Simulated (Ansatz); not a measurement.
`C[CH](F)[GeH3]` → `F[CH2][GeH3]` + `[CH2]` (triplet)  (formal loss of a carbene)

Program: Ansatz. Geometries: PBE0-D4/def2-TZVP. ΔE: electronic, gas phase. CCSD(T)/CBS adds triple-zeta CCSD(T) − MP2 to the extrapolated MP2 energy (def2 sets, frozen cores). This one scheme is used for every species. Functionals use def2-TZVPP. B3LYP here is the variant with VWN-RPA as its local correlation; programs differ in this. Triplets are unrestricted, without spin–orbit coupling. For Ge outer-core shells are correlated without core-valence functions, which leaves a few kJ/mol of doubt a bond. Scalar relativity is left out up to krypton.

`C[CH](F)[GeH3]`:

Cartesian coordinates in Å:
```
C -0.644 -0.414 1.223
C -0.395 0.583 0.122
F 0.145 1.747 0.673
Ge 0.854 -0.064 -1.276
H 0.288 -0.706 1.711
H -1.311 0.009 1.979
H -1.116 -1.313 0.817
H -1.339 0.871 -0.353
H 1.111 1.050 -2.301
H 0.231 -1.280 -1.985
H 2.175 -0.483 -0.611
```

`F[CH2][GeH3]`:

Cartesian coordinates in Å:
```
F -1.598 0.386 1.077
C -0.715 -0.520 0.510
Ge 0.695 0.433 -0.492
H -1.280 -1.181 -0.153
H -0.279 -1.122 1.312
H 1.473 1.352 0.460
H 1.647 -0.613 -1.098
H 0.058 1.264 -1.615
```

`[CH2]` (triplet):

Z-matrix (Å, degrees):
```
C
H 1 1.079
H 1 1.079 2 134.9
```

```csv
level,ΔE (kcal/mol),difference from CCSD(T)/CBS
LDA (SPW92),125.7,17.8
PBE0-D4,106.8,-1.1
B3LYP-D4,105.6,-2.3
BHLYP-D4,102.8,-5.1
CAM-B3LYP-D4,106.8,-1.1
ωB97M-V,108.2,0.3
revPBE,100.9,-7.0
B3LYP,103.0,-4.9
r2SCANh,101.5,-6.4
CAM-B3LYP,105.4,-2.5
MP2/def2-SVP,106.1,-1.8
CCSD/def2-SVP,101.8,-6.1
HF/def2-TZVPP,71.6,-36.3
MP2/def2-TZVPP,108.0,0.1
MP2/def2-QZVPP,109.7,1.8
SCS-MP2/def2-QZVPP,109.8,1.9
CCSD(T)/CBS,107.9,0
```

Largest T1 diagnostic among the species: 0.011.

At CCSD(T), def2-SVP lies −3.9 kcal/mol from the extrapolated value and def2-TZVPP −3.0 kcal/mol. From r2SCAN to r2SCAN0 (25 % exact exchange), in def2-TZVPP and without D4, ΔE moves by −1.2 kcal/mol. In def2-TZVPP, CCSD(T) changes the Hartree–Fock value by +33.2 kcal/mol (the triples alone add +2.8 kcal/mol) and MP2 by +36.4 kcal/mol.

CCSD(T)/CBS has its own doubt, a few kJ/mol and more with outer-core shells, so smaller differences from it don't rank the levels.
